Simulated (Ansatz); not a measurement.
C10H7Cl (`Clc1ccc2ccccc2c1`), relaxed with RKS PBE0-D4/def2-TZVP in the Gaussian-basis code of Ansatz from a PBE-D4/def2-SVP geometry. The force threshold is 0.005 eV/Å; the program also tests the step.

Charge 0, multiplicity 1.

Start:

```xyz
18

Cl    1.840    0.227    3.791
C     1.290    0.068    2.141
C     2.225   -0.336    1.147
C     1.807   -0.469   -0.166
C     0.457   -0.210   -0.545
C     0.002   -0.338   -1.889
C    -1.318   -0.075   -2.221
C    -2.241    0.328   -1.218
C    -1.831    0.462    0.100
C    -0.480    0.200    0.474
C    -0.033    0.331    1.821
H     3.266   -0.534    1.439
H     2.526   -0.781   -0.940
H     0.722   -0.650   -2.662
H    -1.657   -0.177   -3.263
H    -3.287    0.534   -1.491
H    -2.545    0.775    0.878
H    -0.741    0.643    2.602
```

Problem. By how much does the energy fall, and how many steps does the optimiser take? (Best estimate.)

Solution. Computed: 11.71 kJ/mol, in 5 steps.

Problem. Which bonds change most? (Estimate.)

Solution. Ansatz gave: C5–C10 from 1.443 to 1.421 Å; C2–C11 from 1.387 to 1.365 Å; C6–C7 from 1.387 to 1.367 Å; C8–C9 from 1.387 to 1.367 Å.

Problem. Give the relaxed structure. (Estimate.)

Solution. Computed: 
```xyz
18

Cl    1.817    0.225    3.745
C     1.272    0.067    2.113
C     2.198   -0.332    1.132
C     1.787   -0.463   -0.163
C     0.450   -0.205   -0.536
C     0.002   -0.333   -1.867
C    -1.301   -0.075   -2.195
C    -2.215    0.324   -1.201
C    -1.811    0.458    0.098
C    -0.473    0.198    0.467
C    -0.031    0.328    1.800
H     3.223   -0.530    1.419
H     2.494   -0.771   -0.926
H     0.710   -0.640   -2.629
H    -1.634   -0.176   -3.221
H    -3.245    0.526   -1.472
H    -2.515    0.765    0.865
H    -0.728    0.634    2.571
```
